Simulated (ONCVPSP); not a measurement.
# LDA (Perdew-Zunger) ONCV dataset for chromium (Cr), scalar-relativistic all-electron reference.

chromium (Cr), optimised norm-conserving Vanderbilt (ONCV), made with ONCVPSP 4.0.1 (LDA (Perdew-Zunger), scalar-relativistic). Core [Ne] 3s2, reference 3p6 3d5 4s1. Waves: 4s: rc 2.40 bohr, ncon 5, nbas 9, qcut 3.5 1/bohr, 3 projectors, debl 3.4 Ha; 3p: rc 1.25 bohr, ncon 3, nbas 7, qcut 12.3 1/bohr, 2 projectors, debl 2 Ha; 3d: rc 1.80 bohr, ncon 4, nbas 9, qcut 8.8 1/bohr, 1 projector. Local part: polynomial inside 1.00 bohr (lpopt 4, dvloc0 2 Ha). Core correction: Teter function, fcfact 4, rcfact 1.35.

All-electron outer shells of the reference configuration (LDA (Perdew-Zunger), scalar-relativistic, ld1.x):

```csv
shell,level (eV),outermost node (bohr),outermost maximum (bohr)
3s,-73.56,0.36,0.78
3p,-45.35,0.33,0.80
4s,-4.20,1.12,2.74
3d,-3.13,–,0.84
```

**Question.** Estimate the cutoffs (Ha) at which the residual kinetic energy of the hardest occupied pseudo-wave falls to 1 and 0.1 mHa per electron.

**Answer.** 29 Ha and 44 Ha.

**Question.** Does the potential have ghost states?

**Answer.** No bound ghost flagged; GHOST(+) flagged for s at 115.9 eV.

Its largest configuration-test error is +18 meV (3p6 3d4 4s0). 2 of 4 tests not solved or not reliable.
